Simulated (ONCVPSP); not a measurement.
**Ga ONCV: all-electron and pseudo phase curves**

* Element: gallium (Ga)
* Generator: ONCVPSP 4.0.1
* Type: optimised norm-conserving Vanderbilt (ONCV)
* Functional: PBE
* Relativity: scalar-relativistic
* Frozen core: [Ar]
* Valence charge: 13
* Reference configuration: 3d10 4s1.75 4p1.25
* Partial waves: 4s: rc 1.55 bohr, ncon 5, nbas 8, qcut 4 1/bohr, 2 projectors, debl 1.5 Ha; 4p: rc 2.00 bohr, ncon 3, nbas 7, qcut 3.5 1/bohr, 1 projector; 3d: rc 0.70 bohr, ncon 4, nbas 7, qcut 14.6 1/bohr, 3 projectors, debl 1.9 Ha
* Local potential: polynomial inside 0.45 bohr (lpopt 5, dvloc0 0 Ha)
* Core correction: polynomial model core, fcfact 0.2

The phase is arctan(r·R′/R) of the radial function R(r), unwrapped; energies in Ha, scanned from -2 to 5 Ha. A pole is an energy at which the radial function vanishes at the test radius. The pseudo phase is shifted by a multiple of π to meet the all-electron one at the reference energy, and phase errors are pseudo minus all-electron; the curves can meet again beyond the range given. Levels narrower than the energy grid can be missing from the lists of poles.

Q: For each channel, where are the poles, and over which energies does the pseudopotential scatter like the atom?

A:

```json
{"channel": "s", "radius (bohr)": "1.57", "reference energy (Ha)": "-0.34", "poles, all-electron": "3.88", "poles, pseudo": "3.90", "unbroken range about the reference energy with phases within 0.05 rad": "the whole range", "phase error 1 Ha above the reference energy (rad)": "+0.000"}
{"channel": "p", "radius (bohr)": "2.03", "reference energy (Ha)": "-0.10", "poles, all-electron": "1.97", "poles, pseudo": "1.65", "unbroken range about the reference energy with phases within 0.05 rad": "below 1.7", "phase error 1 Ha above the reference energy (rad)": "-0.019"}
{"channel": "d", "radius (bohr)": "0.71", "reference energy (Ha)": "-0.72", "poles, all-electron": "none", "poles, pseudo": "none", "unbroken range about the reference energy with phases within 0.05 rad": "the whole range", "phase error 1 Ha above the reference energy (rad)": "+0.000"}
```

Note: ghosts flagged at negative energy: s at -126.6 eV, p at -241.9 eV, d at -243.4 eV; GHOST(+) flagged for s at 285.7 eV. A true bound ghost makes a file unfit for plane-wave use.

Phases in the s channel:

```csv
E (Ha),all-electron,pseudo
-1.98,0.971,0.973
-1.80,0.914,0.916
-1.62,0.845,0.846
-1.44,0.760,0.761
-1.26,0.655,0.655
-1.08,0.523,0.524
-0.90,0.361,0.361
-0.72,0.166,0.166
-0.54,-0.052,-0.052
-0.36,-0.277,-0.277
-0.18,-0.488,-0.488
0.00,-0.670,-0.670
0.18,-0.820,-0.820
0.36,-0.941,-0.941
0.54,-1.038,-1.038
0.72,-1.117,-1.117
0.90,-1.181,-1.181
1.08,-1.234,-1.234
1.26,-1.279,-1.279
1.44,-1.317,-1.317
1.62,-1.350,-1.350
1.80,-1.379,-1.379
1.98,-1.404,-1.404
2.16,-1.427,-1.427
2.34,-1.447,-1.447
2.52,-1.466,-1.466
2.70,-1.483,-1.482
2.88,-1.498,-1.498
3.06,-1.513,-1.513
3.24,-1.527,-1.526
3.42,-1.540,-1.539
3.60,-1.552,-1.551
3.78,-1.564,-1.563
3.96,-1.576,-1.574
4.14,-1.587,-1.585
4.32,-1.598,-1.596
4.50,-1.609,-1.607
4.68,-1.620,-1.617
4.86,-1.631,-1.628
```
